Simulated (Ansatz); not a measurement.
BH4P (SMILES BP) moved off its minimum; all values from Ansatz (a first-principles code), cores frozen in correlated methods.
(charge 0, multiplicity 1)
```xyz
6

B      0.02452    -0.65011    -1.36092
H     -0.61040     0.01723    -1.92093
H      0.83012    -1.31507    -1.48330
P     -0.13807     0.37358     0.70662
H     -0.38401     1.54930     0.52603
H      1.18442     0.23351     0.86428
```

Q: Give the forces (eV/Å), the total energy and the dipole at CCSD(T)/aug-cc-pV(T+d)Z.

A: 
```
atom      Fx      Fy      Fz
----  ------  ------  ------
B1    -1.362   4.039   5.359
H2    -2.242   1.239  -2.649
H3     3.087  -3.400  -0.673
P4    -0.526  -9.102  -0.873
H5    -0.795   6.724  -1.560
H6     1.837   0.500   0.396
```
Energy -367.9799 hartree, dipole 1.44 D.
